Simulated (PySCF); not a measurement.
## Two-component Hartree-Fock for Au⁴⁺ (gold, charge +4)

Start: [Xe] 4f14 5d7; 5d3/2 filled at m_j = -3/2, -1/2, +1/2, +3/2; 5d5/2 filled at m_j = +1/2, +3/2, +5/2. Calculated with PySCF 2.14 in x2c-SVPall-2c: generalised Hartree-Fock with the X2C-1e Hamiltonian and a Gaussian nucleus; one run each with spin-orbit coupling (SO) switched off, then screened by Boettger's factors.

| spinor shell | electrons | ε, spin-free (eV) | ε, screened SO (eV) | weight of nominal j (screened SO) | rms radius, screened SO (bohr) |
| --- | --- | --- | --- | --- | --- |
| 1s1/2 | 2 | -81226.7 | -81195.5 | 1.000 | 0.0190 |
| 2s1/2 | 2 | -14529.1 | -14519.2 | 1.000 | 0.0769 |
| 2p1/2 | 2 | -12581.0 | -13902.8 | 1.000 | 0.0651 |
| 2p3/2 | 4 | -12581.0 | -12061.2 | 1.000 | 0.0731 |
| 3s1/2 | 2 | -3539.8 | -3536.4 | 1.000 | 0.196 |
| 3p1/2 | 2 | -2965.7 | -3260.1 | 1.000 | 0.188 |
| 3p3/2 | 4 | -2965.7 | -2847.3 | 1.000 | 0.204 |
| 3d3/2 | 4 | -2342.2 | -2392.4 | 1.000 | 0.180 |
| 3d5/2 | 6 | -2342.2 | -2305.1 | 1.000 | 0.183 |
| 4s1/2 | 2 | -847.81 | -846.55 | 1.000 | 0.432 |
| 4p1/2 | 2 | -656.30 | -727.46 | 1.000 | 0.438 |
| 4p3/2 | 4 | -656.30 | -627.12 | 1.000 | 0.471 |
| 4d3/2 | 4 | -421.10 | -431.72 | 1.000 | 0.486 |
| 4d5/2 | 6 | -421.10 | -412.53 | 1.000 | 0.496 |
| 5s1/2 | 2 | -180.41 | -180.05 | 1.000 | 0.992 |
| 4f5/2 | 6 | -158.04 | -159.61 | 0.996 | 0.543 |
| 4f7/2 | 8 | -158.04 | -155.60 | 0.997 | 0.544 |
| 5p1/2 | 2 | -125.89 | -139.11 | 0.988 | 1.13 |
| 5d3/2 | 4 | -63.323 | -64.449 | 0.812 | 1.45 |
| 5d5/2 | 3 | -63.323 | -61.852 | 0.801 | 1.49 |

Q: Where does 5p3/2 lie, and what is the 5p spin-orbit splitting (screened SO)?

A: At -119.97 eV, 19.140 eV above 5p1/2.

```json
{"quantity": "E (hartree)", "spin-free": "-18992.68232", "screened SO": "-19021.87709"}
{"quantity": "M_J", "spin-free": "9/2", "screened SO": "9/2"}
{"quantity": "⟨J²⟩", "spin-free": "24.755", "screened SO": "24.757"}
{"quantity": "⟨L²⟩", "spin-free": "12.004", "screened SO": "13.561"}
{"quantity": "⟨S²⟩", "spin-free": "3.751", "screened SO": "3.375"}
```

Each row is a mean over spinors that exchange with the open shell spreads, by up to 8.697 eV (5p3/2).

Rows whose weight is well below 1 are mixtures of j = l ± 1/2: exchange outweighs spin-orbit coupling there, and the label is only the starting occupation.

Breit and QED terms are absent; they matter most for the inner s and p1/2 levels.

Densities and radii are taken from the X2C orbitals without a picture-change correction, which distorts them close to the nucleus.

Without spin-orbit coupling the j labels of p, d and f shells carry no meaning; the spin-free column gives the mean over the occupied spinors of each nl shell.
